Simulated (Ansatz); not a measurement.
Ansatz (a program for electronic structure) input (CCSD(T)/def2-SVPD):

Ansatz 0.2 input:
```yaml
crystal:
  periodic: [false, false, false]
  atoms:
    - {symbol: Co, position_ang: [0.00000000, 0.00000000, 0.00000000]}
    - {symbol: I, position_ang: [-0.00000000, -0.00000000, -2.43103595]}
    - {symbol: I, position_ang: [0.00000000, 0.00000000, 2.43103595]}
basis:
  gaussian:
    orbitals: def2-SVPD
magnetization: {spin_polarized: true, initial_magnetization: 3}
correlation: {method: ccsd_t, electrons: outside_noble_gas}
```

End of the output:

```
determinant -53733.08072388 eV, -1974.6542950125 hartree, with singles and doubles -53743.58150271 eV, -1975.0401915165 hartree
determinant -53728.71740686 eV, -1974.4939460695 hartree, with singles and doubles -53740.28594850 eV, -1974.9190821331 hartree
determinant -53728.24323352 eV, -1974.4765205207 hartree, with singles and doubles -53740.19150436 eV, -1974.9156113753 hartree
determinant -53728.12534295 eV, -1974.4721881221 hartree, with singles and doubles -53740.14997284 eV, -1974.9140851199 hartree
determinant -53727.10286075 eV, -1974.4346125942 hartree, with no singles and doubles
determinant -53733.47416880 eV, -1974.6687538463 hartree, with singles and doubles -53743.91229084 eV, -1975.0523477563 hartree
determinant -53733.44878212 eV, -1974.6678209031 hartree, with singles and doubles -53743.78557501 eV, -1975.0476910355 hartree
determinant -53733.08072388 eV, -1974.6542950125 hartree, with singles and doubles -53743.61881842 eV, -1975.0415628436 hartree
27 core orbitals not correlated
reference -53733.47416880 eV, -1974.6687538463 hartree; 13, 10 occupied and 64, 67 virtual orbitals, 1238 factors
second order -9.71240744 eV of doubles, -0.00000000 eV of singles
coupled cluster: 0.49 GiB planned
cycle   1  -10.43812493 eV  change   -2.9e-6 eV  update   4.6e-6
perturbative correction -0.33696967 eV, -0.0123834070 hartree
Total energy: -53744.24926340 eV, -1975.0647312693 hartree
```

The spin state was set by rule; other spins were not relaxed.
